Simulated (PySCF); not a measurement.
A GIAO shielding run with PySCF (density fitting, non-relativistic, gas phase) on `InChI=1S/C5H7FO2/c6-4-3-8-2-1-5(4)7/h4H,1-3H2/t4-/m0/s1`:

```
$ OMP_NUM_THREADS=1 python probes_run.py task.json out

{"job": {"kind": "nmr", "xc": "PBE0", "basis": "pcSseg-1"}, "charge": 0, "multiplicity": 1}
O     -0.793773     1.464548     1.530473
C     -0.537923     0.952852     0.476962
C     -1.423983    -0.042059    -0.236821
C     -0.622846    -1.337791    -0.459841
O      0.559039    -1.092010    -1.180676
C      1.425064    -0.226907    -0.503917
C      0.768025     1.153916    -0.280933
F      1.634188     1.959112     0.411756
H     -2.315443    -0.238551     0.358016
H     -1.714400     0.364404    -1.207007
H     -1.198466    -2.045662    -1.058789
H     -0.389833    -1.793942     0.513488
H      1.713971    -0.632601     0.477383
H      2.318222    -0.119626    -1.122753
H      0.573743     1.642307    -1.244907
```

Hardware: 1 thread of an Arm Neoverse V1, shared host. The job also computes population analyses, field gradients, ring-centre shieldings.

(1) How large is the calculation?

(2) How long does it take, and how much memory does it need?

Answers

(1) 62 electrons, 171 basis functions and 884 auxiliary functions.

(2) 22 s of wall time, with 14 SCF cycles and 5 response iterations; peak memory 0.76 GiB. Times on a shared host scatter by some tens of per cent.
